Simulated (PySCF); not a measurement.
B3LYP has the VWN-RPA correlation part, as in Gaussian. 

Z-matrix (Å, degrees):
```
C
H 1 1.0881
H 1 1.0920 2 110.68
H 1 1.0925 2 110.21 3 -121.05
Ga 1 2.0011 2 111.71 4 -119.25
Cl 5 2.1835 1 114.45 2 -171.96
```
Charge 0, spin multiplicity 2.

Q: What dipole moment, highest occupied spin orbital and total energy does B3LYP-D3(BJ)/def2-TZVP // PBE0-D4/def2-TZVP (PySCF) give?

A: 
| Quantity | Result |
|---|---|
| dipole moment | 2.61 D |
| highest occupied spin orbital | -5.73 eV |
| total energy | -65990.30 eV |
